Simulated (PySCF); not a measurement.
## Heteronuclear NMR

Atoms are numbered as in `[SiH3:1][CH2:2][O:3][SiH2:4][O:5]/[CH:6]=[CH:7]\[Cl:8]`. Each H is labelled by its parent atom.

PySCF calculation with shielding tensors at PBE0/pcSseg-1 (GIAO) and GFN2-xTB geometry; no relativistic terms, averaged over atoms made equivalent by symmetry, fast rotation or ring inversion, a single conformation, isolated molecule.

Q: Predict the 29Si NMR data.

A: 
```
atoms                 environment  σ (ppm)  δ (ppm)
  Si4  silicon bonded to 2 O, 2 H    386.2    -37.4
  Si1    silicon bonded to C, 3 H    426.8    -70.8
```

Shieldings were converted by a linear fit to measured shifts: 29Si (scatter 8.9 ppm rms, 25.8 ppm with the 6 outliers that the fit left out vs TMS, solution or neat liquid). Occasional misses reach two or three times the rms, and more in compound classes unlike the fitted ones.

On a 600 MHz spectrometer 29Si resonates near 119.2 MHz, so 1 ppm is 119.2 Hz.

Q: Where does 17O resonate?

A: 
| atoms | environment | σ (ppm) | δ (ppm) |
| --- | --- | --- | --- |
| O5 | oxygen bonded to C, Si | 220.6 | 65.7 |
| O3 | oxygen bonded to C, Si | 319.4 | -24.3 |

Shieldings were converted by a linear fit to measured shifts: 17O: δ = 266.70 − 0.911σ (rms 10.7 ppm, 155 shifts, 12.2 ppm with the 3 outliers that the fit left out vs liquid water, solution or neat liquid). Occasional misses reach two or three times the rms, and more in compound classes unlike the fitted ones.

On a 300 MHz spectrometer 17O resonates near 40.7 MHz, so 1 ppm is 40.7 Hz.
